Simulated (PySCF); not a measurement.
C₂H₈OSeSi.
Bonds: C1–C2, C2–O3, O3–Si4, Si4–Se5. Hydrogens: H6, H7, H8 on C1; H9, H10 on C2; H11, H12 on Si4; H13 on Se5.

A GFN2-xTB structure was refined with PBE0-D3(BJ)/def2-SVP geometry optimisation, gas phase in PySCF 2.14.0. Its GFN2-xTB values:

| coordinate | GFN2-xTB |
| --- | --- |
| C1–C2 | 1.486 Å |
| C1–H6 | 1.106 Å |
| C2–O3 | 1.399 Å |
| C2–H9 | 1.116 Å |
| O3–Si4 | 1.653 Å |
| Si4–Se5 | 2.268 Å |
| Si4–H11 | 1.462 Å |
| Si4–H12 | 1.439 Å |
| Se5–H13 | 1.400 Å |
| C1–C2–O3 | 108.8° |
| C2–O3–Si4 | 129.4° |
| O3–Si4–Se5 | 108.1° |
| C1–C2–O3–Si4 | 156° |
| C2–O3–Si4–Se5 | -35° |

**Question.** How do these coordinates change at the PBE0-D3(BJ)/def2-SVP level?

**Answer.** 
```
   coordinate  PBE0-D3(BJ)/def2-SVP (Å or °)  change
      Se5–H13                          1.471  +0.071
      Si4–H12                          1.483  +0.044
      Si4–H11                          1.494  +0.032
        C1–C2                          1.510  +0.024
      Si4–Se5                          2.284  +0.016
        C2–O3                          1.410  +0.011
        C2–H9                          1.107  -0.009
        C1–H6                          1.100  -0.006
       O3–Si4                          1.658  +0.005
   O3–Si4–Se5                          113.5    +5.4
    C2–O3–Si4                          124.6    -4.8
     C1–C2–O3                          109.4    +0.6
C2–O3–Si4–Se5                            -62     -27
 C1–C2–O3–Si4                            172     +16
```

The energy falls by 28.6 kJ/mol over 17 energy and gradient evaluations, the largest force component goes from 0.0300 to 3.6e-04 Eh/bohr, and the atoms move by 0.506 Å rms after alignment. The bond that changes most is Se5–H13 (ends: selenium bonded to Si and H; hydrogen on selenium), which lengthens by 0.071 Å. Bonds longer at the end by more than 0.005 Å: 7 of 12; shorter: 2. Among the dihedrals that turn most is H11–Si4–Se5–H13, from 67° to -35°. Rotational constants go from 4616, 1134, 950.0 to 5282, 983.6, 870.0 MHz.

The run used 132 basis functions and 117 SCF cycles in all. Hardware: an Arm Neoverse V1 with one thread, shared host with 32 logical CPUs at a one-minute load of 36. Cost: 2.6 min, 0.55 GiB resident at most.

Not checked by PBE0-D3(BJ)/def2-SVP frequencies. The numbers are those of one conformer.
